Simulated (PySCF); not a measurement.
# Bond curve of BeAs⁻

Set-up: basis Be aug-cc-pVDZ-DK, As aug-cc-pVDZ-DK; spin-free X2C with a Gaussian nucleus; PySCF 2.14. Energies in eV from Be + As⁻ in their ground configurations at the same level. All curves are PBE0. state 1: ³Π (triplet), unpaired electrons σ ↑, π ↑; state 2: Ms = 0 determinant of mixed spin (⟨S²⟩ near 1.0), unpaired electrons σ ↑, π ↓, a second solution, started from another occupation; state 3: ¹Σ⁺ (singlet), closed shell, a second solution, started from another occupation.

```csv
R (Å),state 1,state 2,state 3
1.780,-1.719,-1.651,-1.723
1.863,-2.113,-2.050,-1.956
1.946,-2.331,-2.271,-2.031
2.008,-2.407,-2.348,-2.011
2.070,-2.426,-2.368,-1.944
2.132,-2.402,-2.342,-1.840
2.215,-2.319,-2.256,-1.663
2.318,-2.162,-2.090,-1.404
2.443,-1.932,-1.843,-1.073
2.608,-1.610,-1.487,-0.640
```

Problem. Put a parabola through the three lowest points of the state 1 curve and estimate Re, k and ωe (reduced mass 8.045 u; 1 eV/Å² = 0.16022 mdyn/Å; ωe = 1302.8·√(k/μ) cm⁻¹).

Solution. Through R = 2.008, 2.07, 2.132 Å the second-order coefficient is 5.59 eV/Å², so Re ≈ 2.066 Å, k ≈ 1.79 mdyn/Å and ωe ≈ 615 cm⁻¹. A polynomial fit of higher order to the unrounded PBE0 energies gives Re = 2.064 Å, k = 1.86 mdyn/Å, ωe = 627 cm⁻¹; anharmonicity and rounding make the difference.

The higher-order fit for each curve: state 1: Re = 2.064 Å, ωe = 627 cm⁻¹, De = 2.43 eV; state 2: Re = 2.064 Å, ωe = 636 cm⁻¹, minimum 2.37 eV below the ground-state fragments; state 3: Re = 1.955 Å, ωe = 728 cm⁻¹, minimum 2.03 eV below the ground-state fragments.

Spin–orbit coupling is left out. For an ion De counts to the pair picked by the measured ionisation energies or electron affinities, which need not be the lowest pair at this level. The state was picked by a PBE0 search and need not be the measured ground state.
